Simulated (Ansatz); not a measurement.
Cost and result up the ladder for Te2Pt (3 atoms). Charge 0, multiplicity 1. Geometry: PBE0-D4/def2-TZVP.

Cartesian coordinates in Å:
```
Pt -0.254 -0.224 -0.279
Te 1.880 -0.082 -1.298
Te -1.626 0.306 1.577
```

Ansatz on 2 threads of Arm Neoverse V2 on a shared host. Times are rough, and most runs start from the orbitals of an earlier one. ωB97X-V/def2-TZVP serves as the yardstick here, not as an exact answer. Binding counts from free atoms at the same level (Pt triplet, Te triplet; other spins of the atoms weren't run), without zero-point energy or a counterpoise term.

In the def2 sets Pt, Te take a core potential; there is no spin–orbit coupling. No other spin state of charge 0 was run. Another isomer (triplet) lies 0.66 eV lower at PBE0-D4/def2-TZVP; other spin states weren't run for this one.

Run but left out: CCSD(T)/def2-TZVPP (unstable by the stability test).

```csv
level,functions,wall time,binding energy per atom (eV),difference from ωB97X-V/def2-TZVP (eV)
PBE-D4/def2-TZVP (with forces),140,2.1 s,2.31,0.71
PBE0-D4/def2-TZVP,140,2.7 s,1.88,0.28
r2SCAN-D4/def2-TZVP,140,4.2 s,2.11,0.51
BHLYP-D4/def2-TZVP,140,5.5 s,1.40,-0.20
ωB97X-V/def2-TZVP,140,30 s,1.60,0.00
```
